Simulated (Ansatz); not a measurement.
Ideal-gas functions of H$_{3}$SSb, SMILES `[SH][SbH2]` at 500 K and 1 bar, from an Ansatz frequency run at PBE0-D4/def2-TZVP.

Molar mass 156.85 g/mol, point group Cs (symmetry number 1), electronic degeneracy 1, moments of inertia 7.546, 157.304, 158.903 u Å². Harmonic wavenumbers (cm⁻¹, unscaled): 145, 350, 581, 612, 800, 854, 1959, 1961, 2720.

Use S(trans) = R[1.5 ln M + 2.5 ln T − 1.1517]; rotational temperatures θ = 24.2544 K / I; S(rot) = R[ln(√π/σ · √(T³/θAθBθC)) + 1.5]; for each mode x = 1.438777 ν̃/T, S = R[x/(eˣ − 1) − ln(1 − e⁻ˣ)] and H = RT x/(eˣ − 1); 1 cm⁻¹ = 0.0119627 kJ/mol; R = 8.31446 J/(mol·K).

Problem. By hand: the entropy, in J/(mol·K).

Solution. Translation 182.7. Rotation: θ = 3.2142, 0.1542, 0.1526 K, giving 105.5. Vibration, mode by mode: 15.64, 8.60, 4.95, 4.61, 3.00, 2.66, 0.20, 0.20, 0.03, in all 39.9. Electronic 0.0. Sum 328.1 J/(mol·K).

Problem. By hand: H − E and G − E in kJ/mol, counted from the electronic energy.

Solution. Zero-point energy ½ × 9982 × 0.0119627 = 59.7; thermal vibration 11.1; translation, rotation and pV give 4 RT = 16.6. H − E = 87.4 kJ/mol, and G − E = 87.4 − 500 × 328.1/1000 = -76.6 kJ/mol.

Vibration gives 12 % of the entropy, 15.6 J/(mol·K) of it from the mode under 150 cm⁻¹: soft modes count most, and the harmonic formula is weakest for them.
